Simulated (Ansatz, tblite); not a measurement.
Cost and result up the ladder for the cluster HgS₂⁻ (3 atoms). Total charge -1; doublet. Geometry: PBE-D4/def2-TZVPD.

```
atom    x (Å)    y (Å)    z (Å)
 Hg1   0.0000   0.0000   0.0000
  S2  -0.6762   1.7769   1.2896
  S3   0.6762  -1.7769  -1.2896
```

Ansatz on 4 threads of Arm Neoverse V1 on a shared host; xTB runs through tblite on one thread. Times are rough, summed over both states, and most runs start from the orbitals of an earlier one. PBE0-D4/def2-TZVPD serves as the yardstick here, not as an exact answer. The other state is a triplet.

In the def2 sets Hg takes a core potential; there is no spin–orbit coupling. The xTB rows come from tblite. HOMO above LUMO, or a gap near zero within one spin, warns that the state may not be the lowest or that an electron is smeared out. The structure comes from a short search, and lower isomers may exist.

Raw xTB energies of ions are shifted by several eV, and xTB has no spin-polarisation term.

| level | functions | wall time |
| --- | --- | --- |
| GFN1-xTB | 22 | 0.004 s |
| GFN2-xTB | 22 | 0.004 s |
| PBE-D4/def2-TZVPD | 138 | 10 s |
| PBE0-D4/def2-TZVPD | 138 | 1.7 min |
| r2SCAN-D4/def2-TZVPD (with forces) | 138 | 1.8 min |

(1) Estimate what each level gives for the vertical IE (eV).

Results:

(1) 
```
                             level  vertical IE (eV)  difference from PBE0-D4/def2-TZVPD (eV)                                     remarks
                          GFN1-xTB              8.45                                     5.24                                           –
                          GFN2-xTB              8.84                                     5.63                                           –
                 PBE-D4/def2-TZVPD              3.24                                     0.04  gap within one spin near zero (-1 doublet)
                PBE0-D4/def2-TZVPD              3.20                                     0.00                                           –
r2SCAN-D4/def2-TZVPD (with forces)              3.29                                     0.09                                           –
```
